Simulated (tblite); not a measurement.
Species: C9H7 (doublet state).
Geometry (GFN2-xTB, Å), atoms numbered from 1 in this order:
```xyz
16
C9H7 angstrom
C     -0.8649    3.3211   -0.7287
C     -0.7229    2.1567   -0.4743
C     -0.5547    0.7757   -0.1744
C      0.7462    0.3514   -0.0998
C      1.9613    0.1077   -0.0673
C      3.2426   -0.2397   -0.0117
C     -1.6956    0.0071    0.0080
C     -1.7849   -1.3773    0.3128
C     -0.7705   -2.2386    0.4994
H     -0.9904    4.3382   -0.9526
H      3.5400   -1.2530    0.2005
H      4.0198    0.4857   -0.1806
H     -2.6340    0.5366   -0.0979
H     -2.7981   -1.7542    0.3991
H     -0.9599   -3.2734    0.7273
H      0.2584   -1.9350    0.4311
```

All values are computed: GFN2-xTB (tblite) harmonic vibrations without scaling, gas phase. Errors from tens to a few hundred cm⁻¹ against measured bands are possible. One conformer, not necessarily the lowest. Open shells enter through the occupations alone, without spin polarisation, and single modes of such species can be off by tens of per cent.

Harmonic wavenumbers (cm⁻¹): 48.8, 77.6, 121.3, 125.8, 187.7, 245.3, 263.1, 273.0, 346.0, 355.6, 402.0, 484.9, 520.3, 588.0, 589.4, 657.6, 659.4, 720.5, 748.4, 813.3, 853.8, 965.0, 986.7, 1000.3, 1076.0, 1148.7, 1251.2, 1321.1, 1365.9, 1399.1, 1421.2, 1538.1, 1599.0, 2114.1, 2254.0, 3036.0, 3065.3, 3087.2, 3107.7, 3113.6, 3155.7, 3394.8.

A = 1609, B = 1508, C = 778.5 MHz; mass 115.055 u (most abundant isotopes); point group Cs, symmetry number 1; spin multiplicity 2.

**Question.** What is the zero-point energy?

**Answer.** Half the sum of the wavenumbers: 25241 cm⁻¹ = 301.95 kJ/mol.

**Question.** What is S at 298.15 K and 1 bar for an ideal gas of classical rigid rotors and harmonic oscillators?

**Answer.** Translation 168.04, rotation 123.52, vibration 124.83, spin (R ln 2) 5.76: S = 422.2 J/(mol K).

**Question.** And Cp and H(298.15 K) − H(0)?

**Answer.** Cp = 163.57 J/(mol K), of which vibrations give 130.32 (their classical limit is 42 R = 349.2); H(298.15 K) − H(0) = 29.92 kJ/mol without the zero-point energy, 20.00 from vibrations.

**Question.** What must be added to the electronic energy to get the Gibbs energy at 298.15 K and 1 bar?

**Answer.** ZPE + [H(298.15 K) − H(0)] − T·S = 301.95 + 29.92 − 125.86 = 206.01 kJ/mol.

**Question.** How do the functions run with temperature in this model?

**Answer.** 
| T (K) | S (J/(mol K)) | Cp (J/(mol K)) | H − H(0) (kJ/mol) | G − H(0) (kJ/mol) | ln q(vib) |
| --- | --- | --- | --- | --- | --- |
| 100 | 295.4 | 79.7 | 5.42 | -24.11 | 1.61 |
| 200 | 364.8 | 125.0 | 15.71 | -57.26 | 4.27 |
| 300 | 423.2 | 164.2 | 30.22 | -96.73 | 6.99 |
| 500 | 521.8 | 222.6 | 69.34 | -191.56 | 12.25 |
| 800 | 638.9 | 275.1 | 144.72 | -366.43 | 19.38 |
| 1000 | 702.9 | 298.1 | 202.16 | -500.77 | 23.63 |

q(vib) and H(0) count from the zero-point level.

**Question.** Which modes carry the vibrational entropy at 298.15 K?

**Answer.** 48.8 cm⁻¹: 20.36; 77.6 cm⁻¹: 16.53; 121.3 cm⁻¹: 12.88; 125.8 cm⁻¹: 12.59; 187.7 cm⁻¹: 9.42; 245.3 cm⁻¹: 7.38 J/(mol K); the other 36 give 45.67 together.

**Question.** Blend soft modes into free rotors: weight 1/[1 + (100 cm⁻¹/ν̃)⁴] for the oscillator and the rest for a rotor with moment μB/(μ + B), μ = h/(8π²ν), B = 10⁻⁴⁴ kg m². What vibrational entropy results?

**Answer.** 116.20 J/(mol K) in place of 124.83, which changes −T·S at 298.15 K by +2.57 kJ/mol.

Hindered rotation and anharmonicity are outside this model. Other conformers, if any are populated, would add a mixing term that is left out.
